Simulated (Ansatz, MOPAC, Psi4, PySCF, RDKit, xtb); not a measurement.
Pair of molecules: NH3 (SMILES N) (first 4 atoms) with N2 (SMILES N#N); geometry from B3LYP-D3(BJ)/def2-TZVP, rigid monomers moved along the line of their centres of mass till N1···N5 is 2.90 Å.
(charge 0, multiplicity 1):
```xyz
6

N     -0.160     0.186    -0.166
H     -0.385     0.335    -1.143
H      0.765     0.569    -0.006
H     -0.095    -0.815    -0.019
N      0.455    -0.314     2.628
N     -0.254     0.153     3.313
```

Monomers are frozen at their geometry in the pair; levels with a basis set take the counterpoise correction. RDKit's UFF carries no charges.

Frozen-core correlation. CBS: X⁻³ extrapolation of the correlation energy, Hartree–Fock from the larger set. The state that PM6 reach isn't checked.

The values were computed with Ansatz (a quantum-chemistry and plane-wave program) with Gaussian orbitals; MOPAC for PM6 (differences of heats of formation); Psi4 for SAPT; PySCF for the dispersion terms; RDKit for the force fields; xtb for the GFN methods. Each number belongs to the level named beside it.

```json
[
 {"level": "UFF", "interaction energy (meV)": "22.8"},
 {"level": "PM6", "interaction energy (meV)": "-33.3"},
 {"level": "GFN1-xTB", "interaction energy (meV)": "-22.9"},
 {"level": "HF/aug-cc-pVDZ", "interaction energy (meV)": "61.1"},
 {"level": "HF/aug-cc-pVTZ", "interaction energy (meV)": "60.3"},
 {"level": "PBE-D4/def2-TZVPPD", "interaction energy (meV)": "-13.9"},
 {"level": "r2SCAN/def2-TZVPPD", "interaction energy (meV)": "-2.8"},
 {"level": "CCSD(T)/CBS(aug-cc-pVDZ, aug-cc-pVTZ)", "interaction energy (meV)": "-12.6"},
 {"level": "SAPT0/jun-cc-pV(D+d)Z", "interaction energy (meV)": "(withheld)"}
]
```

Task: What belongs in the gaps?

Result: 
- SAPT0/jun-cc-pV(D+d)Z, interaction energy (meV): 8.0
